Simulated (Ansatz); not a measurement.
Reaction (ligand exchange at the Si–C bond): `[SiH3]C[SiH2][SbH2]` + `C=N` → `C=N[SiH2][SbH2]` + `C[SiH3]`

Isolated molecules relaxed with PBE0-D4/def2-TZVP in Ansatz; ΔE leaves out vibrations. CBS: MP2 limit from def2 TZ/QZ plus the TZ coupled-cluster correction, frozen cores. This one scheme is used for every species. Functionals use def2-TZVPP. B3LYP here is the variant with VWN-RPA as its local correlation; programs differ in this. def2 core potentials past Kr. For Sb outer-core shells are correlated without core-valence functions, which leaves a few kJ/mol of doubt a bond. One conformer a species, not always the lowest.

`[SiH3]C[SiH2][SbH2]`:

Cartesian coordinates in Å:
```
Si -0.344 1.399 1.234
C 0.829 1.009 -0.172
Si 0.318 -0.476 -1.199
Sb 0.074 -2.564 0.295
H -0.350 0.272 2.206
H 0.063 2.636 1.952
H -1.728 1.580 0.719
H 1.825 0.827 0.245
H 0.907 1.881 -0.831
H -0.952 -0.174 -1.914
H 1.359 -0.788 -2.218
H -0.481 -3.466 -1.046
H -1.521 -2.135 0.728
```

`C=N`:

Cartesian coordinates in Å:
```
C -0.133 -0.235 -0.282
N -0.130 0.208 0.898
H 0.529 0.112 -1.083
H -0.839 -1.024 -0.546
H 0.573 0.939 1.013
```

`C=N[SiH2][SbH2]`:

Cartesian coordinates in Å:
```
C 1.607 0.283 -0.598
N 0.997 -0.813 -0.645
Si -0.614 -1.137 -0.061
Sb -1.909 0.818 1.029
H 2.623 0.363 -1.002
H 1.188 1.206 -0.168
H -0.501 -2.231 0.938
H -1.405 -1.628 -1.219
H -1.445 1.879 -0.229
H -0.541 1.258 1.956
```

`C[SiH3]`:

Z-matrix (Å, degrees):
```
C
Si 1 1.871
H 1 1.092 2 110.8
H 1 1.092 2 110.8 3 -120.0
H 1 1.092 2 110.8 3 120.0
H 2 1.488 1 110.7 3 -179.9
H 2 1.488 1 110.7 3 -59.9
H 2 1.488 1 110.7 3 60.1
```

```csv
level,ΔE (kcal/mol),difference from CCSD(T)/CBS
r2SCAN-D4,-9.3,-1.7
B3LYP-D4,-9.3,-1.7
ωB97M-V,-8.0,-0.4
PBE,-9.1,-1.5
PBE0,-8.5,-0.9
CCSD/def2-TZVPP,-7.7,-0.1
CCSD(T)/def2-TZVPP,-7.5,0.1
MP2/def2-QZVPP,-8.2,-0.6
HF/CBS(def2),-11.1,-3.5
CCSD/CBS(def2),-7.8,-0.2
CCSD(T)/CBS,-7.6,0
```

Largest T1 diagnostic among the species: 0.014.

In def2-TZVPP, CCSD(T) changes the Hartree–Fock value by +3.4 kcal/mol (the triples alone add +0.2 kcal/mol) and MP2 by +2.8 kcal/mol. The D4 term adds +1.6 kcal/mol with B3LYP and +0.9 kcal/mol with PBE0; it sums over pairs of atoms, weighted by their polarisabilities, and B3LYP, whose exchange is more repulsive, gets the larger term.

CCSD(T)/CBS has its own doubt, a few kJ/mol and more with outer-core shells, so smaller differences from it don't rank the levels.
